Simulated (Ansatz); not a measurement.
**Stretch profile**

CH₃NSe (SMILES N=C[SeH]), closed shell, at its PBE0-D4/def2-TZVP minimum:

```
6
angstrom
N -0.8478 -1.0615 -0.4304
C -0.1118 -0.0782 -0.1650
Se 0.6409 0.0903 1.5740
H -1.1807 -1.0262 -1.3922
H 0.1606 0.7316 -0.8486
H 1.3388 1.3440 1.2623
```

The bond length Se3–H6 (1.468 Å at the minimum) is set to the values below, with the rest relaxed at PBE0-D4/def2-TZVP at each step. Each method's energies count from its own value at the PBE0-D4 minimum structure. Program: Ansatz 0.2.0. Basis: def2-TZVPP. Cores are frozen in the correlated methods. Filled d shells of the heavier atoms are correlated. The def2 sets are not built for correlating such inner shells, so the correlated values are less sure here. B3LYP uses VWN-RPA correlation.

| bond length (Å) | CCSD(T) (eV) | B3LYP-D4 (eV) | PBE0-D4 (eV) |
| --- | --- | --- | --- |
| 1.263 | 0.620 | 0.658 | 0.652 |
| 1.306 | ? | 0.383 | 0.377 |
| 1.369 | ? | 0.131 | 0.126 |
| 1.443 | 0.004 | 0.009 | 0.007 |
| 1.525 | 0.038 | 0.028 | 0.033 |
| 1.613 | 0.195 | 0.170 | 0.185 |
| 1.707 | 0.447 | 0.410 | 0.437 |
| 1.806 | ? | 0.718 | 0.762 |
| 1.909 | 1.119 | 1.064 | 1.128 |

Q: Fill in the withheld CCSD(T) values. (Judge from chemistry; the value comes from the calculation.)

A: Computed: 0.353 eV at 1.306 Å; 0.113 eV at 1.369 Å; 0.766 eV at 1.806 Å. These count from the CCSD(T) energy at the PBE0-D4 minimum.

Minimum and curvature along this coordinate at CCSD(T): A fifth-order fit through the nearest points gives 1.463 Å, with a curvature of about 22 eV/Å².

Largest difference from the CCSD(T) curve over the scan: PBE-D4 0.137; r2SCAN-D4 0.024; wB97M-V 0.056; HF 0.207 eV. Each curve counts from its own value at the minimum.

No T1 diagnostic of these runs exceeds 0.014. The restricted Hartree–Fock reference is unstable towards an unrestricted one at one or more of these structures.

For scale, one of the runs: CCSD(T)/def2-TZVPP, 152 basis functions (an equivalent command: `ansatz run in.yaml --threads 2`). Hardware: 2 CPU threads, shared host. Wall time 14 s; peak host memory 1.1 GiB.
